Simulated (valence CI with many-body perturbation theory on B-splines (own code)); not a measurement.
## Xe XLVII: calculated level list

Calculated by relativistic CI+MBPT: six valence electrons over a frozen Dirac-Fock core [He], radial functions for each j: 9 s, 9 p, 8 d, 6 f, 3 g, 1 h, with the one-electron correlation potential Σ1, the two-electron term Σ2, the three-electron term Σ3, Breit, model QED; selected CI, second order for the rest, scaled by the run's own slope (own B-spline code, finite nucleus).

No measured spectrum was set against this ion. As an estimate, large intervals hold to a few tenths of a per cent, small ones and those within an open d or f shell to about a per cent. Among the levels kept, up to 2500 cm⁻¹ of a level comes from second order outside the variational space, and about a tenth of that is noise between levels of different J, which matters for small intervals.

Levels 1 to 45 of 72, with energies above the lowest level, (2s^2 2p1/2^2 2p3/2^2) J=2. "Leading %" is the weight of the configuration and term that name the level; weights of strongly mixed levels are sums over their largest components and can fall short, and the name can then belong to a minority configuration. In the jj column 3d3/2^4 stands for four electrons in 3d with j = 3/2. Lifetimes count E1, E2, E3, M1 and M2 decay at the calculated energies, and are blank where another channel may lead or the interval is too uncertain; long ones can be off by a factor of two.

| No. | Configuration | Term | J | E (Ry) | Leading % | Second component | Lifetime | Leading jj |
| --- | --- | --- | --- | --- | --- | --- | --- | --- |
| 1 | 2s²2p⁴ | ³P | 2 | 0.00 | 70 | 30 % 2s²2p⁴ ¹D |  | 2s^2 2p1/2^2 2p3/2^2 (100 %) |
| 2 | 2s²2p⁴ | ¹S | 0 | 2.79 | 62 | 38 % 2s²2p⁴ ³P | 32.5 ms | 2s^2 2p1/2^2 2p3/2^2 (100 %) |
| 3 | 2s²2p⁴ | ³P | 1 | 24.56 | 100 |  | 2.52 ns | 2s^2 2p1/2 2p3/2^3 (100 %) |
| 4 | 2s²2p⁴ | ¹D | 2 | 25.78 | 70 | 30 % 2s²2p⁴ ³P | 5.31 ns | 2s^2 2p1/2 2p3/2^3 (100 %) |
| 5 | 2s2p⁵ | ³P° | 2 | 43.68 | 100 |  | 1.26 ps | 2s 2p1/2^2 2p3/2^3 (100 %) |
| 6 | 2s2p⁵ | ¹P° | 1 | 47.57 | 54 | 46 % 2s2p⁵ ³P° | 507 fs | 2s 2p1/2^2 2p3/2^3 (98 %) |
| 7 | 2s²2p⁴ | ³P | 0 | 51.36 | 62 | 37 % 2s²2p⁴ ¹S | 1.16 ns | 2s^2 2p3/2^4 (99 %) |
| 8 | 2s2p⁵ | ³P° | 0 | 68.81 | 100 |  | 677 fs | 2s 2p1/2 2p3/2^4 (100 %) |
| 9 | 2s2p⁵ | ³P° | 1 | 71.15 | 54 | 46 % 2s2p⁵ ¹P° | 534 fs | 2s 2p1/2 2p3/2^4 (98 %) |
| 10 | 2p⁶ | ¹S | 0 | 93.56 | 99 |  | 318 fs | 2p1/2^2 2p3/2^4 (99 %) |
| 11 | 2s²2p³3s | ³P° | 2 | 327.44 | 46 | 28 % 2s²2p³3s ⁵S° | 41.0 fs | 2s^2 2p1/2^2 2p3/2 3s (99 %) |
| 12 | 2s²2p³3s | ¹P° | 1 | 327.92 | 30 | 27 % 2s²2p³3s ³D° | 16.5 fs | 2s^2 2p1/2^2 2p3/2 3s (99 %) |
| 13 | 2s²2p³3p | ³P | 1 | 333.05 | 30 | 22 % 2s²2p³3p ⁵P | 3.88 ps | 2s^2 2p1/2^2 2p3/2 3p1/2 (99 %) |
| 14 | 2s²2p³3p | ³D | 2 | 333.19 | 25 | 22 % 2s²2p³3p ³P | 2.78 ps | 2s^2 2p1/2^2 2p3/2 3p1/2 (99 %) |
| 15 | 2s²2p³3p | ³D | 3 | 340.08 | 48 | 28 % 2s²2p³3p ⁵P | 3.44 ps | 2s^2 2p1/2^2 2p3/2 3p3/2 (99 %) |
| 16 | 2s²2p³3p | ³P | 1 | 340.09 | 36 | 24 % 2s²2p³3p ¹P | 2.90 ps | 2s^2 2p1/2^2 2p3/2 3p3/2 (99 %) |
| 17 | 2s²2p³3p | ³P | 2 | 341.46 | 42 | 17 % 2s²2p³3p ¹D | 3.43 ps | 2s^2 2p1/2^2 2p3/2 3p3/2 (98 %) |
| 18 | 2s²2p³3p | ³P | 0 | 342.72 | 74 | 26 % 2s²2p³3p ¹S | 1.00 ps | 2s^2 2p1/2^2 2p3/2 3p3/2 (99 %) |
| 19 | 2s²2p³3d | ³D° | 2 | 346.18 | 33 | 20 % 2s²2p³3d ³F° | 49.6 fs | 2s^2 2p1/2^2 2p3/2 3d3/2 (98 %) |
| 20 | 2s²2p³3d | ³F° | 3 | 346.58 | 27 | 21 % 2s²2p³3d ³D° | 8.39 ps | 2s^2 2p1/2^2 2p3/2 3d3/2 (94 %) |
| 21 | 2s²2p³3d | ³D° | 1 | 346.76 | 31 | 28 % 2s²2p³3d ³P° | 10.4 fs | 2s^2 2p1/2^2 2p3/2 3d3/2 (98 %) |
| 22 | 2s²2p³3d | ³P° | 0 | 346.84 | 60 | 29 % 2s²2p³3d ⁵D° | 4.43 ps | 2s^2 2p1/2^2 2p3/2 3d3/2 (99 %) |
| 23 | 2s²2p³3d | ³F° | 4 | 348.17 | 48 | 28 % 2s²2p³3d ⁵D° | 33.7 ps | 2s^2 2p1/2^2 2p3/2 3d5/2 (99 %) |
| 24 | 2s²2p³3d | ³D° | 2 | 348.73 | 34 | 22 % 2s²2p³3d ³P° | 3.78 fs | 2s^2 2p1/2^2 2p3/2 3d5/2 (96 %) |
| 25 | 2s²2p³3d | ³D° | 3 | 349.60 | 45 | 19 % 2s²2p³3d ¹F° | 1.74 fs | 2s^2 2p1/2^2 2p3/2 3d5/2 (92 %) |
| 26 | 2s²2p³3d | ³D° | 1 | 350.13 | 38 | 26 % 2s²2p³3d ¹P° | 2.62 fs | 2s^2 2p1/2^2 2p3/2 3d5/2 (98 %) |
| 27 | 2s²2p³3s | ⁵S° | 2 | 351.00 | 53 | 34 % 2s²2p³3s ³D° | 94.6 fs | 2s^2 2p1/2 2p3/2^2 3s (98 %) |
| 28 | 2s²2p³3s | ³S° | 1 | 351.58 | 55 | 45 % 2s²2p³3s ³D° | 15.0 fs | 2s^2 2p1/2 2p3/2^2 3s (99 %) |
| 29 | 2s²2p³3s | ³D° | 3 | 352.58 | 98 |  | 113 fs | 2s^2 2p1/2 2p3/2^2 3s (98 %) |
| 30 | 2s²2p³3s | ¹D° | 2 | 352.94 | 66 | 33 % 2s²2p³3s ³D° | 17.2 fs | 2s^2 2p1/2 2p3/2^2 3s (99 %) |
| 31 | 2s²2p³3s | ³P° | 0 | 354.84 | 99 |  | 36.7 fs | 2s^2 2p1/2 2p3/2^2 3s (99 %) |
| 32 | 2s²2p³3s | ³P° | 1 | 355.05 | 66 | 33 % 2s²2p³3s ¹P° | 30.0 fs | 2s^2 2p1/2 2p3/2^2 3s (99 %) |
| 33 | 2s²2p³3p | ⁵P | 1 | 356.49 | 45 | 21 % 2s²2p³3p ³D | 7.15 ps | 2s^2 2p1/2 2p3/2^2 3p1/2 (99 %) |
| 34 | 2s²2p³3p | ³F | 2 | 357.01 | 34 | 22 % 2s²2p³3p ³P | 5.08 ps | 2s^2 2p1/2 2p3/2^2 3p1/2 (99 %) |
| 35 | 2s²2p³3p | ³F | 3 | 358.13 | 43 | 32 % 2s²2p³3p ¹F | 3.61 ps | 2s^2 2p1/2 2p3/2^2 3p1/2 (100 %) |
| 36 | 2s²2p³3p | ³P | 2 | 359.83 | 54 | 21 % 2s²2p³3p ¹D | 1.13 ps | 2s^2 2p1/2 2p3/2^2 3p1/2 (98 %) |
| 37 | 2s²2p³3p | ³D | 1 | 360.30 | 72 | 22 % 2s²2p³3p ¹P | 2.92 ps | 2s^2 2p1/2 2p3/2^2 3p1/2 (98 %) |
| 38 | 2s²2p³3p | ³P | 0 | 362.42 | 66 | 34 % 2s²2p³3p ¹S | 1.24 ps | 2s^2 2p1/2 2p3/2^2 3p1/2 (87 %) |
| 39 | 2s²2p³3p | ⁵P | 3 | 363.41 | 51 | 25 % 2s²2p³3p ³F | 1.50 ps | 2s^2 2p1/2 2p3/2^2 3p3/2 (94 %) |
| 40 | 2s²2p³3p | ³P | 2 | 363.60 | 38 | 30 % 2s²2p³3p ³D | 1.18 ps | 2s^2 2p1/2 2p3/2^2 3p3/2 (98 %) |
| 41 | 2s²2p³3p | ³P | 0 | 363.83 | 97 |  | 3.08 ps | 2s^2 2p1/2 2p3/2^2 3p3/2 (88 %) |
| 42 | 2s²2p³3p | ¹P | 1 | 364.66 | 46 | 29 % 2s²2p³3p ³D | 2.72 ps | 2s^2 2p1/2 2p3/2^2 3p3/2 (98 %) |
| 43 | 2s²2p³3p | ³D | 3 | 364.95 | 61 | 33 % 2s²2p³3p ¹F | 1.70 ps | 2s^2 2p1/2 2p3/2^2 3p3/2 (96 %) |
| 44 | 2s²2p³3p | ³F | 4 | 365.13 | 100 |  | 2.96 ps | 2s^2 2p1/2 2p3/2^2 3p3/2 (100 %) |
| 45 | 2s²2p³3p | ³P | 1 | 366.34 | 74 | 15 % 2s²2p³3p ¹P | 423 fs | 2s^2 2p1/2 2p3/2^2 3p3/2 (97 %) |

The ionisation energy to 2s²2p³ ²P°3/2 of the next ion comes out as 8144.2 eV (NIST: 8144 ± 4 eV (theoretical)). All 72 levels together are meant to be complete up to 374.23 Ry.
